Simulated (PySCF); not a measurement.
CH3F, charge +1, doublet, geometry from GFN2-xTB (a state made from the parent by changing its charge; the spin is typed, not shown lowest); HF/aug-cc-pVDZ (PySCF).

PySCF was given this input:
```python
from pyscf import gto, scf

mol = gto.M(
    atom='''
C    -0.57309101    0.08399228    0.11214081
F     0.70399105   -0.11149350   -0.09491786
H    -0.84497230   -0.07079984    1.16789950
H    -0.87922493    1.08154650   -0.33862623
H    -1.17317612   -0.51125881   -0.64785744
''',
    basis='aug-cc-pvdz',
    charge=1,
    spin=1,
    verbose=4,
)

mf = scf.UHF(mol)
mf.kernel()
```

### Question
Predict the main parts of the log of this PySCF run.

### Answer

```
PySCF version 2.14.0

[INPUT] verbose = 4
[INPUT] num. atoms = 5
[INPUT] num. electrons = 17
[INPUT] charge = 1
[INPUT] spin (= nelec alpha-beta = 2S) = 1
[INPUT] symmetry False subgroup None
[INPUT] Mole.unit = angstrom
[INPUT] Symbol           X                Y                Z      unit          X                Y                Z       unit  Magmom
[INPUT]  1 C     -0.573091010000   0.083992280000   0.112140810000 AA   -1.082985053350   0.158722405778   0.211915418287 Bohr   0.0
[INPUT]  2 F      0.703991050000  -0.111493500000  -0.094917860000 AA    1.330350278645  -0.210692179669  -0.179368759730 Bohr   0.0
[INPUT]  3 H     -0.844972300000  -0.070799840000   1.167899500000 AA   -1.596766229844  -0.133792307263   2.207010196016 Bohr   0.0
[INPUT]  4 H     -0.879224930000   1.081546500000  -0.338626230000 AA   -1.661494319590   2.043826675982  -0.639910833294 Bohr   0.0
[INPUT]  5 H     -1.173176120000  -0.511258810000  -0.647857440000 AA   -2.216981562680  -0.966139129671  -1.224273129362 Bohr   0.0

nuclear repulsion = 38.3397613205385
number of shells = 31
number of NR pGTOs = 103
number of NR cGTOs = 73
basis = aug-cc-pvdz
ecp = {}

******** <class 'pyscf.scf.uhf.UHF'> ********
method = UHF
initial guess = minao
damping factor = 0
level_shift factor = 0
DIIS = <class 'pyscf.scf.diis.CDIIS'>
diis_start_cycle = 1
diis_space = 8
diis_damp = 0
SCF conv_tol = 1e-09
SCF conv_tol_grad = None
SCF max_cycles = 50
direct_scf = True
direct_scf_tol = 1e-13
number electrons alpha = 9  beta = 8
Set gradient conv threshold to 3.16228e-05
init E= -139.10912390565

cycle= 1 E= -138.48734514422  delta_E= 0.622  |g|= 0.445  |ddm|= 1.52
cycle= 2 E= -138.582333282453  delta_E= -0.095  |g|= 0.245  |ddm|= 0.466
cycle= 3 E= -138.603022970964  delta_E= -0.0207  |g|= 0.0574  |ddm|= 0.196
cycle= 4 E= -138.604604344648  delta_E= -0.00158  |g|= 0.0224  |ddm|= 0.0602
cycle= 5 E= -138.604999847498  delta_E= -0.000396  |g|= 0.00879  |ddm|= 0.0258
cycle= 6 E= -138.605187169014  delta_E= -0.000187  |g|= 0.00617  |ddm|= 0.0175
cycle= 7 E= -138.605326408318  delta_E= -0.000139  |g|= 0.00434  |ddm|= 0.0172
cycle= 8 E= -138.605463266527  delta_E= -0.000137  |g|= 0.00262  |ddm|= 0.0258
cycle= 9 E= -138.605521269241  delta_E= -5.8e-05  |g|= 0.00116  |ddm|= 0.0223
cycle= 10 E= -138.605530859601  delta_E= -9.59e-06  |g|= 0.000346  |ddm|= 0.011
cycle= 11 E= -138.605531300437  delta_E= -4.41e-07  |g|= 0.000114  |ddm|= 0.00202
cycle= 12 E= -138.605531338109  delta_E= -3.77e-08  |g|= 3.69e-05  |ddm|= 0.00059
cycle= 13 E= -138.605531340406  delta_E= -2.3e-09  |g|= 1.24e-05  |ddm|= 8.48e-05
cycle= 14 E= -138.605531340817  delta_E= -4.12e-10  |g|= 3.57e-06  |ddm|= 6.88e-05
Extra cycle  E= -138.605531340829  delta_E= -1.13e-11  |g|= 1.92e-06  |ddm|= 3.97e-06
converged SCF energy = -138.605531340829  <S^2> = 0.76989007  2S+1 = 2.0197921
```
